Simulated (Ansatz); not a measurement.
Cost and result for the atomization energy of C₂H₁₀OSi₂, SMILES `CC[SiH2]O[SiH3]` (15 atoms, 14 bonds).

Cartesian coordinates in Å:
```
C 1.508 -0.052 -1.336
C 1.138 0.940 -0.236
Si 0.439 0.143 1.299
O -0.897 -0.742 0.944
Si -2.390 -0.732 0.287
H 1.926 0.452 -2.210
H 2.249 -0.775 -0.987
H 0.635 -0.618 -1.671
H 0.413 1.673 -0.608
H 2.017 1.521 0.070
H 1.429 -0.791 1.896
H 0.083 1.186 2.301
H -2.941 -2.108 0.350
H -2.327 -0.292 -1.133
H -3.281 0.195 1.034
```

The species carries charge 0 and has multiplicity 1. The geometry is a stationary point of PBE0-D4/def2-TZVP. It is one conformer, not always the lowest. Program: Ansatz. All runs use 2 threads of an AMD EPYC 7R13 on a shared host and a share of an NVIDIA H100 80 GB. Times are those of one run each, without the atoms' runs, and a repeat can differ threefold. Electronic energies, without spin–orbit coupling; frozen cores. CCSD(T)/CBS adds CCSD(T) − MP2 in def2-TZVPP to the MP2 limit, and its time is that of the two runs behind it. T1 = 0.010. B3LYP takes the VWN-RPA correlation (the form of Gaussian; ORCA's B3LYP/G).

CCSD(T)/CBS is a level of theory with its own doubt, some kJ/mol a heavy atom from the limit and from the frozen cores, so smaller differences don't rank the functionals.

```tsv
level	functions	wall time	atomization (kJ/mol)	difference from CCSD(T)/CBS	per bond
PBE-D4/def2-TZVPP (with forces)	317	2.6 s	5413.4	-16.3	-1.2
B2PLYP/def2-TZVPP	317	2.6 s	5358.6	-71.1	-5.1
PBE0-D4/def2-TZVPP	317	2.8 s	5377.2	-52.5	-3.7
r2SCAN-D4/def2-TZVPP (with forces)	317	3.5 s	5414.6	-15.1	-1.1
CCSD(T)/def2-TZVPP	317	3.6 s	5300.8	-128.9	-9.2
B3LYP-D4/def2-TZVPP (with forces)	317	3.8 s	5415.4	-14.3	-1.0
ωB97M-V/def2-TZVPP (with forces)	317	4.2 s	5428.6	-1.1	-0.1
MP2/def2-QZVPP	611	4.4 s	5407.6	-22.1	-1.6
ωB97X-V/def2-TZVPP	317	4.7 s	5439.5	9.8	0.7
CCSD(T)/CBS(def2)	–	8 s	5429.7	0.0	0.0
```

The D4 term adds +50.9 kJ/mol with B3LYP and +27.3 kJ/mol with PBE0; it sums over pairs of atoms, weighted by their polarisabilities, and B3LYP, whose exchange is more repulsive, gets the larger term. In def2-TZVPP, CCSD(T) changes the Hartree–Fock value by +1163.9 kJ/mol (the triples alone add +51.7 kJ/mol) and MP2 by +1193.1 kJ/mol; breaking electron pairs costs correlation energy, which Hartree–Fock lacks. From PBE to PBE0 (25 % exact exchange), in def2-TZVPP and without D4, the atomization energy moves by −31.5 kJ/mol: exact exchange takes away binding that semilocal exchange gives to molecules.
